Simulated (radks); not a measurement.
Results of a calculation; reference values are marked as such.
Q: Xe XLI, configuration [Ne] 3s2 3p2. Level of theory: scalar-relativistic Kohn-Sham, PBE, spin-unpolarised, spherical densities, point nucleus (a radial shooting solver on a logarithmic mesh with Libxc functionals). Some entries of the table are withheld. Estimate them.

orbital  occ.  eigenvalue (hartree)  <1/r> (bohr^-1)
1s          2             -1354.693              (1)
2s          2             -283.7620            13.53
2p          6                   (2)              (3)
3s          2             -111.9976            5.473
3p          2             -105.9933            5.259
3d          0             -99.15846              (4)
4s          0             -59.22664              (5)

A: 
(1) 1s <1/r> (bohr^-1): 58.13
(2) 2p eigenvalue (hartree): -264.4757
(3) 2p <1/r> (bohr^-1): 12.89
(4) 3d <1/r> (bohr^-1): 5.034
(5) 4s <1/r> (bohr^-1): 2.918
